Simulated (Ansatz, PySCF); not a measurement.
Si(F)3(NHSiH3) (F₃H₄NSi₂), SMILES F[Si](F)(F)N[SiH3].

The structure is a stationary point at B3LYP-D3(BJ)/def2-SVP. Other conformers were not sampled.

Vertical ionisation energy (IE) and electron affinity (EA) in eV. Rows of orbital energies are one-electron estimates. Where ΔSCF, EOM or ADC give a negative EA the extra electron is unbound and the value depends on the basis.

```tsv
level	IE	EA
−ε(HOMO), −ε(LUMO), HF/def2-TZVP (PySCF)	12.01	-2.67
−ε(HOMO), −ε(LUMO), PBE/def2-TZVP (PySCF)	7.10	1.14
ΔSCF, PBE0/def2-TZVPD (Ansatz), final states of multiplicity 2 and 2	10.68	-0.63
ΔSCF, PBE/def2-TZVPD (Ansatz), final states of multiplicity 2 and 2	[?]	[?]
```

Problem. Complete the blanks. (The exact figures need the calculation; the answer reports its results.)

Solution. 
- ΔSCF, PBE/def2-TZVPD (Ansatz, a program for electronic structure), final states of multiplicity 2 and 2, IE: 10.36
- ΔSCF, PBE/def2-TZVPD (Ansatz), final states of multiplicity 2 and 2, EA: -0.42

Problem. What vertical singlet–triplet gap does ΔSCF give with PBE0/def2-TZVPD (Ansatz) and with PBE/def2-TZVPD (Ansatz)? (Estimate from the structure and the level; the computed values follow.)

Solution. 6.21 and 5.77 eV (triplet above singlet where positive).
